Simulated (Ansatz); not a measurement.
Calculated with Ansatz (gas phase, PBE0-D4/def2-TZVP geometries, no zero-point term in ΔE). CCSD(T)/CBS adds triple-zeta CCSD(T) − MP2 to the extrapolated MP2 energy (def2 sets, frozen cores). This one scheme is used for every species. DFT in def2-TZVPP. Each species was taken in one conformer, which may not be the lowest.

Consider the ligand exchange at a B–N bond: `N=C=CNB[SiH3]` + `OCO` → `OCOB[SiH3]` + `N=C=CN`.

`N=C=CNB[SiH3]`:

Cartesian coordinates in Å:
```
N -0.756 -3.493 1.173
C -0.339 -2.345 1.184
C 0.239 -1.169 1.123
N 0.029 -0.233 0.098
B 0.570 1.048 0.030
Si 0.157 2.228 -1.544
H -1.650 -3.638 1.644
H 0.908 -0.870 1.919
H -0.566 -0.567 -0.647
H 1.275 1.390 0.938
H -0.508 3.494 -1.120
H 1.394 2.610 -2.285
H -0.753 1.544 -2.512
```

`OCO`:

```xyz
7

O     0.252   -0.170   -1.180
C     0.176    0.353    0.112
O    -0.563   -0.451    0.982
H     0.700   -1.020   -1.130
H    -0.268    1.347   -0.005
H     1.164    0.446    0.576
H    -1.462   -0.505    0.644
```

`OCOB[SiH3]`:

Cartesian coordinates in Å:
```
O 1.762 0.374 0.181
C 1.138 0.310 -1.053
O 0.299 -0.829 -1.168
B -0.765 -0.998 -0.352
Si -1.340 0.285 1.119
H 2.395 -0.348 0.249
H 0.545 1.221 -1.148
H 1.851 0.234 -1.879
H -1.367 -2.022 -0.532
H -0.892 1.694 0.936
H -0.800 -0.209 2.418
H -2.826 0.288 1.230
```

`N=C=CN`:

Cartesian coordinates in Å:
```
N -1.161 -1.226 1.261
C -0.642 -0.335 0.598
C -0.031 0.635 -0.035
N 1.030 0.474 -0.960
H -1.924 -1.714 0.788
H -0.426 1.638 0.078
H 1.838 1.021 -0.689
H 1.316 -0.492 -1.040
```

| level | ΔE (kJ/mol) |
| --- | --- |
| PBE | 34.1 |
| CCSD(T)/def2-TZVPP | 25.4 |
| HF/def2-QZVPP | 17.9 |
| SCS-MP2/def2-QZVPP | 26.0 |

Q: What does CCSD(T)/CBS give? (Estimate.)

A: Computed: +26.5 kJ/mol. The listed levels differ from it by 7.6, -1.1, -8.6, -0.5 kJ/mol.

Largest T1 diagnostic among the species: 0.016.

In def2-TZVPP, CCSD(T) changes the Hartree–Fock value by +7.3 kJ/mol (the triples alone add +1.2 kJ/mol) and MP2 by +10.1 kJ/mol. The D4 term adds −3.1 kJ/mol with B3LYP and −1.6 kJ/mol with PBE0; it sums over pairs of atoms, weighted by their polarisabilities, and B3LYP, whose exchange is more repulsive, gets the larger term.

B3LYP here is the variant with VWN-RPA as its local correlation; programs differ in this.
